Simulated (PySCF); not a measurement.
C2H6BFO2, SMILES CCOB(O)F. Geometry optimised at PBE0-D3(BJ)/def2-SVP. One conformer was computed; it need not be the lowest.

Computed equilibrium geometry at PBE0-D3(BJ)/def2-SVP (PySCF confirms it by a frequency run) as bond lengths and angles (one conformer of several):
Atoms: B1 F2 O3 H4 O5 C6 C7 H8 H9 H10 H11 H12. Bonded distances (Å): B1–F2 1.336, B1–O3 1.358, B1–O5 1.344, O3–H4 0.962, O5–C6 1.414, C6–C7 1.513, C6–H8 1.101, C6–H9 1.103, C7–H10 1.100, C7–H11 1.101, C7–H12 1.100. Angles (°): F2–B1–O3 120.0, F2–B1–O5 117.9, O3–B1–O5 122.1, B1–O3–H4 112.3, B1–O5–C6 121.1, O5–C6–C7 111.5, O5–C6–H8 106.5, O5–C6–H9 110.1, C7–C6–H8 110.5, C7–C6–H9 110.4, H8–C6–H9 107.7, C6–C7–H10 110.6, C6–C7–H11 110.5, C6–C7–H12 110.7, H10–C7–H11 108.3, H10–C7–H12 108.5, H11–C7–H12 108.0.
